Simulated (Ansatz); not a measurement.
A nudged elastic band was laid between two geometries of C₂H₇AlOS (12 atoms, charge 0, multiplicity 1).

All numbers below come from Ansatz 0.2.0, RKS BHLYP-D4/def2-SVP.

```yaml
movable_images: 9
climbing_image: yes
spring: 5.0 eV/Å²
optimiser: quadratic models (default)
start_path: through a guess of the saddle point
force_threshold: 0.05 eV/Å
iteration_limit: 54
end_points: relaxed
```

Image 0:

```xyz
12
Properties=species:S:1:pos:R:3
Al -0.055 1.284 0.316
C 0.542 -0.571 0.424
C -0.086 -1.550 -0.567
S -1.641 1.920 -1.039
H -1.837 0.693 -1.547
O 0.579 2.542 1.242
H 1.635 -0.571 0.316
H 0.364 -0.910 1.453
H 0.108 -1.259 -1.605
H -1.172 -1.605 -0.449
H 0.301 -2.566 -0.442
H 1.262 2.592 1.898
```

Image 10:

```xyz
12
Properties=species:S:1:pos:R:3
Al -0.506 2.661 0.282
C 0.143 -0.533 -0.024
C -0.014 -1.940 -0.575
S -1.932 3.082 -1.045
H -0.553 0.149 -0.529
O 0.661 2.395 1.421
H 1.159 -0.154 -0.177
H -0.069 -0.499 1.050
H 0.194 -1.968 -1.648
H -1.031 -2.314 -0.426
H 0.671 -2.637 -0.085
H 1.276 1.758 1.757
```

Question: What changes between the two ends?

Answer: Bonds broken: Al1–C2, S4–H5. Bonds formed: C2–H5. C2H7AlOS becomes AlHOS + C2H6.

Question: Give the energies along the band, and the barrier.

Answer: The forces met the threshold. The highest image is number 4 of 0 to 10, 2.23 eV above the first end and 1.23 eV above the last; the last end lies 0.99 eV above the first. The profile has 2 maxima (images 1, 4) with wells between them (image 2): this band takes more than one step, which may be the mechanism or a detour left from its start path. Neighbouring images differ by up to 1.6 eV, so the band resolves the path poorly. A vibrational analysis at the climbing image gives one clearly imaginary mode, 1560i cm⁻¹: a first-order saddle point. The orbitals stay closed-shell, which can raise the energy where a bond breaks towards radicals; this wasn't checked here.

| image | path coordinate (Å) | energy (eV) | Al1–C2 (Å) | S4–H5 (Å) | C2–H5 (Å) |
| --- | --- | --- | --- | --- | --- |
| 0 | 0.00 | 0.00 | 1.95 | 1.34 | 3.34 |
| 1 | 0.81 | 0.02 | 1.94 | 1.34 | 3.43 |
| 2 | 1.63 | 0.00 | 1.94 | 1.34 | 3.06 |
| 3 | 2.44 | 0.62 | 1.95 | 1.36 | 2.26 |
| 4 | 3.25 | 2.23 | 2.09 | 1.75 | 1.43 |
| 5 | 3.80 | 1.47 | 2.40 | 2.30 | 1.12 |
| 6 | 4.35 | 1.12 | 2.78 | 2.68 | 1.10 |
| 7 | 4.89 | 1.03 | 3.03 | 3.01 | 1.10 |
| 8 | 5.44 | 1.02 | 3.18 | 3.17 | 1.10 |
| 9 | 5.98 | 1.00 | 3.27 | 3.21 | 1.10 |
| 10 | 6.53 | 0.99 | 3.27 | 3.28 | 1.10 |

Question: What is the geometry of the highest image?

Answer: 
```xyz
12
Properties=species:S:1:pos:R:3:forces:R:3
Al -0.101 1.592 0.353 0.00 0.00 0.00
C 0.259 -0.456 0.131 0.00 0.00 0.00
C -0.216 -1.657 -0.691 0.00 0.00 0.00
S -1.574 1.763 -1.079 0.00 0.00 0.00
H -0.695 0.320 -0.606 0.00 0.00 0.00
O 0.907 2.207 1.540 0.00 0.00 0.00
H 1.338 -0.311 -0.021 0.00 0.00 0.00
H 0.107 -0.661 1.201 0.00 0.00 0.00
H -0.061 -1.485 -1.759 0.00 0.00 0.00
H -1.285 -1.833 -0.543 0.00 0.00 0.00
H 0.321 -2.566 -0.411 0.00 0.00 0.00
H 1.000 3.086 1.885 0.00 0.00 0.00
```

Run time: 19 min on 2 threads of Arm Neoverse V1 (shared host), peak memory 0.26 GiB.
